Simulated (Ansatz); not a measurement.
[Cu(OH)4]- (CuO₄H₄⁻) was relaxed with PBE0-D4 (def2-SVPD) in Ansatz in these states: charge -1 singlet, charge -1 triplet, neutral doublet. The geometries follow in no particular order.

A:

Cartesian coordinates in Å:
```
Cu -0.1075 -0.1799 0.0619
O 1.0143 1.2192 -0.4378
H 1.7908 0.8526 -0.8860
O -1.3112 -0.1114 -1.2504
H -1.1070 0.7075 -1.7212
O -1.0644 -1.4240 0.8675
H -1.8519 -1.5282 0.3153
O 1.3886 -0.1201 1.1993
H 1.2483 0.5843 1.8515
```

B:

Cartesian coordinates in Å:
```
Cu 0.000 0.000 0.000
O 1.118 -1.213 0.997
H 1.155 -2.028 0.491
O 0.329 1.217 1.389
H 0.896 0.629 1.914
O -1.118 1.213 -0.997
H -1.155 2.028 -0.491
O -0.329 -1.217 -1.389
H -0.896 -0.629 -1.914
```

C:

Cartesian coordinates in Å:
```
Cu 0.000 0.000 0.000
O 1.665 -0.622 -0.429
H 2.118 0.206 -0.623
O -0.564 -1.714 0.293
H 0.243 -2.201 0.099
O -1.665 0.622 0.429
H -2.118 -0.206 0.623
O 0.564 1.714 -0.293
H -0.243 2.202 -0.099
```

Question: Judge from the bond lengths which geometry belongs to which state (an estimate).

Answer: A is the neutral doublet (Cu1–O6 1.764 Å, Cu1–O2 1.862 Å, Cu1–O4 1.782 Å); B is the charge -1 triplet (Cu1–O6 1.927 Å, Cu1–O2 1.927 Å, Cu1–O4 1.876 Å); C is the charge -1 singlet (Cu1–O6 1.828 Å, Cu1–O2 1.828 Å, Cu1–O4 1.828 Å).

At PBE0-D4/def2-TZVPD a singlet lies 1.42 eV below the charge -1 triplet.
